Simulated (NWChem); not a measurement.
Species: C2H4BrCl; SMILES C[C@@H](Cl)Br

Results from NWChem. Medium grid unless said otherwise, to which SCAN and Minnesota functionals are sensitive. Geometry: optimised at PBE0/def2-SVP.

Q: Predict the results for MN15-L/def2-SVP. Quantities: highest occupied level (eV); orbital gap (eV); dipole (D).

A: 
| Property | Result |
|---|---|
| highest occupied level (eV) | -7.26 |
| orbital gap (eV) | 6.47 |
| dipole (D) | 2.04 |
